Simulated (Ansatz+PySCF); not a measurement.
The numbers below are computed, except where a source is named.
## PySCF 2.14.0 run

```python
from pyscf import gto, dft

mol = gto.M(atom="""
Ni 0.000000 0.000000 0.000000
Cl 0.000000 0.000000 2.056000
Cl 0.000000 0.000000 -2.056000
""", basis='def2-svp', charge=0, spin=2)
mf = dft.ROKS(mol, xc='pbe0')
mf.kernel()
print(mf.converged, mf.e_tot, mf.spin_square()[0])
```

The script is written out from the run's settings.

Output:

```yaml
Converged: yes
Total_energy: -2427.76521 hartree
Spin_squared_of_the_determinant: 2.000
Cycles: 30
```

This is not the lowest solution: another run reaches a determinant 0.08 eV lower. Caution: other spin multiplicities were not run.
